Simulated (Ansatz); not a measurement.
Calculated with Ansatz (gas phase, PBE0-D4/def2-TZVP geometries, no zero-point term in ΔE). CBS: MP2 limit from def2 TZ/QZ plus the TZ coupled-cluster correction, frozen cores. This one scheme is used for every species. Each species was taken in one conformer, which may not be the lowest.

Reaction (cleavage of the Si–Si bond): `O[SiH2][SiH](F)Cl` + `O[SiH2]F` → `O[SiH2]O[SiH2]F` + `F[SiH2]Cl`

| species | CCSD(T)/CBS(def2) energy (Eh) |
| --- | --- |
| `O[SiH2][SiH](F)Cl` | -1215.46498 |
| `O[SiH2]F` | -465.96250 |
| `O[SiH2]O[SiH2]F` | -831.52000 |
| `F[SiH2]Cl` | -849.96195 |

Task: Work out ΔE.

Result: ΔE = (-831.52000) + (-849.96195) − (-1215.46498) − (-465.96250) = -0.05447 Eh = -1.48 eV.

Largest T1 diagnostic among the species: 0.012.

In def2-TZVPP, CCSD(T) changes the Hartree–Fock value by +0.27 eV (the triples alone add +0.04 eV) and MP2 by +0.20 eV. The D4 term adds +0.03 eV with B3LYP and +0.02 eV with PBE0; it sums over pairs of atoms, weighted by their polarisabilities, and B3LYP, whose exchange is more repulsive, gets the larger term. From PBE to PBE0 (25 % exact exchange), in def2-TZVPP and without D4, ΔE moves by −0.12 eV.

B3LYP here is the variant with VWN-RPA as its local correlation; programs differ in this.
